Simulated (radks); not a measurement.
Fractional charge and spin in the 5s shell of cadmium: the spin-up occupation runs from 0 to 1 and the spin-down occupation from 0 to 1; the fullest corner is Cd, [Kr] 4d10 5s(up 1, down 1). Calculated with a radial shooting solver on a logarithmic mesh with Libxc functionals: scalar-relativistic Kohn-Sham, LDA (Slater exchange, Perdew-Wang correlation), spin-polarised, spherical densities, finite nucleus; Fermi nuclear charge, rms radius of each element as measured or else 0.836 A^(1/3) + 0.57 fm. Energy (eV) minus the two flat planes that join the four corners (they meet along the diagonal where the two added fractions sum to one electron); zero is where a piecewise linear energy would lie.

\begin{tabular}{lrrrrr}
down \ up & 0 & 0.25 & 0.5 & 0.75 & 1 \\ \hline
0 & 0.000 & -0.739 & -0.984 & -0.737 & 0.000 \\
0.25 & -0.739 & -0.925 & -0.627 & 0.153 & -0.664 \\
0.5 & -0.984 & -0.627 & 0.204 & -0.570 & -0.880 \\
0.75 & -0.737 & 0.153 & -0.570 & -0.836 & -0.655 \\
1 & 0.000 & -0.664 & -0.880 & -0.655 & 0.000 \\
\end{tabular}

Corners above the fullest one (they belong to Cd+ and the next ion): (up 1, down 0) 9.418 eV, (up 0, down 1) 9.418 eV, (up 0, down 0) 27.135 eV. With half an added electron in each spin the energy lies 0.204 eV from the planes (fractional-spin error, the static-correlation error of a stretched bond), and with half an added electron in spin up alone -0.984 eV (fractional-charge error). For a frontier s shell over closed shells the exact functional lies on the planes.
